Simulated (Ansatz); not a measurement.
C₇H₆N₂ (`c1ccc2[nH]ncc2c1`) at its PBE0-D4/def2-TZVP geometry, where that method's forces vanish. Total charge 0; spin multiplicity 1.

```xyz
15

C     1.9221   -0.4633    0.1329
C     1.1130   -1.5379    0.5453
C    -0.2609   -1.4541    0.5415
C    -0.8179   -0.2501    0.1084
N    -2.1035    0.1649   -0.0192
N    -2.1986    1.4208   -0.4806
C    -0.9690    1.8404   -0.6597
C    -0.0254    0.8375   -0.3084
C     1.3685    0.7217   -0.2933
H     2.9993   -0.5780    0.1539
H     1.5862   -2.4559    0.8746
H    -0.8770   -2.2865    0.8607
H    -2.9436   -0.3442    0.1852
H    -0.7896    2.8383   -1.0313
H     1.9965    1.5465   -0.6099
```

Q: What forces (eV/Å) does B3LYP-D4/def2-TZVPP give on these atoms in Ansatz 0.2.0? (Best estimate.)

A: The calculation gave: 
```
C1   0.219 -0.032  0.007
C2   0.115 -0.197  0.070
C3  -0.130 -0.125  0.049
C4   0.109 -0.145  0.051
N5  -0.288 -0.377  0.145
N6  -0.236  0.349 -0.124
C7   0.145  0.300 -0.113
C8   0.076  0.060 -0.024
C9   0.098  0.170 -0.065
H10 -0.072  0.005  0.000
H11 -0.029  0.063 -0.023
H12  0.038  0.060 -0.023
H13 -0.001 -0.004  0.002
H14 -0.002 -0.072  0.027
H15 -0.042 -0.056  0.021
```

B3LYP here is the variant with VWN-RPA as its local correlation; programs differ in this.
